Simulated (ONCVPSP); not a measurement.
## Potentials for Mg compared

Generated with ld1.x 7.5 (TM, RRKJ, ultrasoft, PAW), atompaw 4.2 or ONCVPSP 4.0.1. The cutoff is in Ry: for ld1.x and atompaw files where the sum of valence levels is converged to 10 mRy in a Bessel basis, for ONCV files where the hardest occupied wave has 1 mHa per electron of residual kinetic energy. The error is the largest all-electron minus pseudo excitation energy over each file’s own four to seven test configurations (ionisations up to +4, promotions, holes and added fractions of an electron), all of which were solved. The labels leave out finer settings (local radius, basis sizes, second energies), which also bear on the numbers. Spin-polarised tests are not counted. The rows are a selection from randomly drawn settings: files with unsolved tests, undetermined cutoffs or missed reference levels are left out.

| potential | cutoff (Ry) | largest error (meV) | bound ghosts |
| --- | --- | --- | --- |
| ONCV, PBE, scalar-relativistic, rc 0.95/0.75 (sp), local smoothed, core correction yes, reference 2s2 2p6 3s2, qcut 10.9/15.8, projectors 3/2 | 213 | -116 | none |
| ONCV, PBE, scalar-relativistic, rc 1.20/1.15/1.30 (spd), local smoothed, core correction yes, reference 2s2 2p6 3s2, qcut 12.7/13.8/8.8, projectors 2/2/2 | 131 | -269 | none |
| ONCV, PBE, non-relativistic, rc 1.40/0.65/1.20 (spd), local smoothed, core correction yes, reference 2s2 2p6 3s2, qcut 7.6/20.6/9.4, projectors 2/2/2 | 306 | -113 | none |
| ONCV, PBE, scalar-relativistic, rc 1.00/1.15 (sp), local smoothed, core correction yes, reference 2s2 2p6 3s2, qcut 14.7/14.1, projectors 2/1 | 133 | -253 | none |
| ONCV, PBE, scalar-relativistic, rc 0.95/0.70/0.95 (spd), local smoothed, core correction no, reference 2s2 2p6 3s2, qcut 12.7/19.9/9.7, projectors 2/2/2 | 283 | +29 | none |

Fill in the row for Mg: ONCV, LDA (Perdew-Wang 92), scalar-relativistic, rc 1.40/1.30/1.35 (spd), local smoothed, core correction yes, reference 2s2 2p6 3s2, qcut 8.7/11/6.2, projectors 3/2/2.

cutoff 94 Ry, largest error +463 meV, bound ghosts: none.

Fill in the row for Mg: ONCV, PBE, scalar-relativistic, rc 1.35/1.20 (sp), local smoothed, core correction yes, reference 2s2 2p6 3s2, qcut 8.9/9.7, projectors 2/3.

cutoff 97 Ry, largest error -416 meV, bound ghosts: none.
